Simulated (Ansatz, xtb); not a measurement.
# Two isomers of HPSTe

We compare a, `SP=[Te]`, a singlet, with b, `P1S[Te]1`, a singlet. Both are isolated molecules in the gas phase, relaxed with B3LYP-D4/def2-TZVP; the shapes shown needn't be the lowest conformers.

a (Å):

```xyz
4

P     0.7923    0.8792    0.2018
S    -1.2920    0.8752   -0.1056
Te    1.5088   -1.1798    0.9282
H    -1.5692   -0.3981    0.2381
```

b (Å):

```yaml
atoms:
  - { symbol: P, position_ang: [0.2993, -0.4941, -0.4511] }
  - { symbol: S, position_ang: [0.5220, -1.4979, 1.4149] }
  - { symbol: Te, position_ang: [-1.1548, 0.2842, 1.4176] }
  - { symbol: H, position_ang: [-0.6702, -1.3682, -1.0244] }
```

Quicker runs give these differences E(b) − E(a): GFN2-xTB −13.80 kcal/mol; HF/STO-3G −16.31 kcal/mol (at GFN2-xTB geometries); r2SCAN-D4/def2-SVP +6.29 kcal/mol (at GFN2-xTB geometries).

Question: Estimate E(b) − E(a) at the level CCSD(T)/def2-TZVPP.

Answer: Too close to call at this level: CCSD(T)/def2-TZVPP gives E(b) − E(a) = +0.16 kcal/mol.

Level by level:

```csv
level,geometry,E(b) − E(a) (kcal/mol),departure from the last row (kcal/mol),"job, with rough time for the two"
GFN2-xTB,GFN2-xTB,−13.80,−13.96,"optimisation, 0.14 s"
HF/STO-3G,GFN2-xTB,−16.31,−16.47,"single point, 0.64 s"
r2SCAN-D4/def2-SVP,GFN2-xTB,+6.29,+6.13,"single point, 2.4 s"
B3LYP-D4/def2-TZVP,B3LYP-D4/def2-TZVP,+1.21,+1.06,"optimisation, 26 s"
HF/def2-TZVPP,B3LYP-D4/def2-TZVP,−2.20,−2.36,part of the CCSD(T) run
MP2/def2-TZVPP,B3LYP-D4/def2-TZVP,−0.65,−0.81,part of the CCSD(T) run
CCSD(T)/def2-TZVPP,B3LYP-D4/def2-TZVP,+0.16,,"single point, 59 s"
```

As drawn, b has 1 S–Te, 1 P–Te, 1 P–H in place of 1 P=Te, 1 S–H. Structure a has no ring, b a 3-membered ring.

The largest departure from CCSD(T)/def2-TZVPP is that of HF/STO-3G, 16.47 kcal/mol.

With harmonic frequencies from B3LYP-D4/def2-TZVP (ideal gas, rigid rotor, one conformer each, 298.15 K, 1 atm): the zero-point term adds +0.23 kcal/mol; ΔH is +0.15 and ΔG +0.74 kcal/mol.

The correlated steps freeze 14 core orbitals; the filled d shell of Te is correlated, in a basis made for valence electrons. Atoms past krypton carry core potentials in the def2 sets, other sets are all-electron and non-relativistic, and no spin–orbit term is included. Mirror images aren't counted in ΔG. Codes used: Ansatz 0.2.0, xtb 6.7.1; the last row on 2 threads of Arm Neoverse V1 on a shared host.
